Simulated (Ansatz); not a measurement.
MnH, septet: energies of several shapes or isomers

Computed with Ansatz's Gaussian-basis code (development build). Basis def2-SVP, nonrelativistic, 5 orbitals frozen in the corrections; active space CAS(8,8). Restricted Hartree–Fock, then the lowest state-specific CASSCF solution met for each case. The basis is small, far from the limit. Single-reference values can break down or jump between states where bonds are stretched. Unlike active orbitals can shift such differences by tenths of an eV, at times by over 1 eV.

Case A: bond length 2.5965 Å. A bond is stretched, to 1.53 times the sum of the covalent radii.

Case B: bond length 1.7310 Å.

Energy less that of case A, in eV:

```tsv
case	RHF/ROHF	CASSCF
B	-1.219	-0.850
```

(1) Give the SC-NEVPT2 energies against case A.

Results:

(1) B: -0.999 eV (-23.0 kcal/mol).
